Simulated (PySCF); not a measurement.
Species: C6H6Se.
Geometry (PBE0-D3(BJ)/def2-SVP, Å), atoms numbered from 1 in this order:
```
atom  x, y, z in Å
Se1    2.9708   -0.2610    0.1199
C2     1.0770   -0.0706    0.0490
C3     0.3014   -1.2342    0.1075
C4    -1.0879   -1.1509    0.0598
C5    -1.7180    0.0883   -0.0463
C6    -0.9446    1.2464   -0.1046
C7     0.4460    1.1730   -0.0572
H8     3.2475    1.1792    0.0231
H9     0.7830   -2.2119    0.1905
H10   -1.6819   -2.0669    0.1060
H11   -2.8076    0.1510   -0.0838
H12   -1.4259    2.2240   -0.1877
H13    1.0381    2.0899   -0.1032
```

Computed with PySCF at B3LYP/def2-SVPD, non-relativistic, on one gas-phase PBE0-D3(BJ)/def2-SVP geometry that isn't relaxed in the solvent. The solvent is an IEF-PCM continuum (van der Waals radii × 1.2), and excitations are vertical TDDFT with non-equilibrium linear response and a frozen core. The model holds no explicit solvent molecules, cavitation or dispersion. Spin–orbit coupling is left out although an atom past zinc is present.

Gas-phase singlets (H = HOMO, L = LUMO):

```
state  E (eV)  λ (nm)      f  leading configuration
   S1   4.402     282  0.001              H→L+2 98%
   S2   4.575     271  0.008                H→L 91%
   S3   4.938     251  0.230              H→L+1 94%
   S4   5.217     238  0.020              H→L+3 98%
   S5   5.936     209  0.032            H-1→L+1 52%
```

What are the lowest 5 singlets in tetrahydrofuran (ε = 7.426)?

| state | E (eV) | λ (nm) | f | leading configuration | change by rank (eV) |
| --- | --- | --- | --- | --- | --- |
| S1 | 4.561 | 272 | 0.001 | H→L+2 98% | +0.159 |
| S2 | 4.629 | 268 | 0.011 | H→L 91% | +0.054 |
| S3 | 4.905 | 253 | 0.320 | H→L+1 95% | -0.033 |
| S4 | 5.324 | 233 | 0.036 | H→L+3 98% | +0.107 |
| S5 | 5.929 | 209 | 0.072 | H-1→L+1 66% | -0.007 |

How does the list change in acetone (ε = 20.49)?

```
state  E (eV)  λ (nm)      f  leading configuration  change by rank (eV)
   S1   4.594     270  0.001              H→L+2 98%               +0.192
   S2   4.639     267  0.011                H→L 91%               +0.064
   S3   4.918     252  0.313              H→L+1 95%               -0.020
   S4   5.350     232  0.037              H→L+3 98%               +0.133
   S5   5.936     209  0.071            H-1→L+1 66%                0.000
```

The ground-state energy changes by -0.159 eV from gas to acetone. By how much does the total energy of gas-phase S1 change?

E(S1) = E(S0) + excitation energy, so it changes by -0.159 + 0.192 = +0.033 eV: it isn't lowered at all, while the ground state is. This is the vertical state, with the slow part of the continuum still set for S0.

How do the frontier levels move from gas to acetone?

```csv
orbital,gas (eV),solvent (eV),change (eV),"Löwdin shares, gas","Löwdin shares, solvent"
LUMO+2,-0.52,-0.33,+0.19,"Se1 54 %, H8 18 %, C2 7 %, H13 5 %","Se1 57 %, H8 15 %, C2 9 %, H9 4 %"
LUMO+1,-0.64,-0.61,+0.03,"C2 23 %, C5 20 %, C6 12 %, C3 11 %","C2 23 %, C5 20 %, C6 11 %, C3 11 %"
LUMO,-0.70,-0.63,+0.07,"C4 20 %, C7 19 %, C6 17 %, C3 17 %","C4 20 %, C7 19 %, C6 18 %, C3 17 %"
HOMO,-6.05,-6.07,-0.02,"Se1 52 %, C2 13 %, C5 10 %, C3 6 %","Se1 51 %, C2 13 %, C5 10 %, C3 6 %"
HOMO-1,-7.31,-7.26,+0.05,"C7 21 %, C3 20 %, C4 20 %, C6 20 %","C7 21 %, C3 20 %, C4 20 %, C6 20 %"
HOMO-2,-8.10,-8.09,+0.01,"Se1 25 %, C2 20 %, C5 19 %, C6 10 %","Se1 27 %, C2 19 %, C5 19 %, C6 10 %"
HOMO-3,-9.08,-9.01,+0.07,"Se1 47 %, C2 15 %, C7 9 %, C6 7 %","Se1 45 %, C2 14 %, C7 9 %, C6 7 %"
```

The HOMO–LUMO gap goes from 5.36 to 5.44 eV.
